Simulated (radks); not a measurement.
All-electron atom: the indium ion In20+ in [Ar] 3d10 4s1 (the NIST ground configuration).

All-electron calculation, non-relativistic Kohn-Sham, LB94 model potential, spin-polarised, spherical densities, point nucleus; open shells are filled with parallel spins first (spin-orbit coupling, left out, can overturn this in heavy ions); relativity is left out, which matters for an element this heavy. Program: a radial shooting solver on a logarithmic mesh with Libxc functionals.

Energy parts (eV):
| part | energy |
|---|---|
| kinetic | 151924.261 |
| electron-nucleus | -343702.461 |
| Hartree | 43814.437 |
(The LB94 potential has no energy functional, so no total or exchange-correlation energy is given.)

Orbitals (lengths in bohr, moments of r in powers of bohr; <r^-3> diverges for s and p1/2):
orbital	occ.	eigenvalue (eV)	<r>	<r^-3>	<r^4>
1s up	1	-27511.77	0.03101	-	4.178e-06
1s down	1	-27511.08	0.03101	-	4.178e-06
2s up	1	-4531.212	0.1338	-	0.0007493
2s down	1	-4530.863	0.1339	-	0.0007493
2p up	3	-4277.301	0.1141	3845	0.0004901
2p down	3	-4277.025	0.1141	3845	0.0004901
3s up	1	-1299.801	0.3572	-	0.03165
3s down	1	-1300.029	0.3577	-	0.03190
3p up	3	-1194.784	0.3472	708.4	0.03041
3p down	3	-1195.038	0.3478	706.4	0.03068
3d up	5	-1001.426	0.3156	114.6	0.02470
3d down	5	-1001.614	0.3163	114.3	0.02499
4s up	1	-586.7341	0.7462	-	0.5417
4s down	0	-591.1228	0.7442	-	0.5352

The highest occupied level is 4s up at -586.73 eV. The configuration is held as typed, so some empty levels lie below it. Summed over all electrons, <r^2> = 3.070 bohr^2, which gives a Langevin (diamagnetic) susceptibility term of -2.43 x 10^-6 cm^3/mol. The spin density at the nucleus is 219.6 e/bohr^3 (1s 1.3, 2s 0.3, 3s 2.1, 4s 216.0). For comparison, the ionisation energy in NIST's Atomic Spectra Database is 593.4 eV (semi-empirical). In exact Kohn-Sham theory the highest level is minus the ionisation energy, but local and semilocal functionals leave it too shallow, through self-interaction and a potential that decays too fast; potentials with the right tail come closer. The electron density at the nucleus is 8.273e+04 e/bohr^3. Spin moment in Bohr magnetons: 1.
